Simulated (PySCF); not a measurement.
## How methods differ on the ionisation energy of Zr

Zr [Kr] 4d2 5s2 (3F) → Zr⁺ [Kr] 4d2 5s1 (4F), as a difference of total energies. Calculation: PySCF 2.14, in aug-cc-pVTZ-PP with ECP28MDF (6s6p5d3f2g, 88 functions); scalar relativity through the core potential. Correlated levels: valence: 4s2 4p6 frozen. The calculations carry no spin-orbit coupling.

| method | ionisation energy (eV) |
| --- | --- |
| UHF | 5.183 |
| MP2 (valence) | 6.113 |
| SCS-MP2 (valence) | 6.308 |
| CCSD (valence) | 6.338 |
| CCSD(T) (valence) | 6.420 |

Q: How much does correlation contribute at CCSD(T) (valence)?

A: 6.420 − (5.183) = 1.237 eV, measured against UHF.

Errors of the correlated levels include the incompleteness of this basis and the frozen core.

For comparison: 6.639 eV (measured; NIST levels, between the centres of gravity of the two terms).
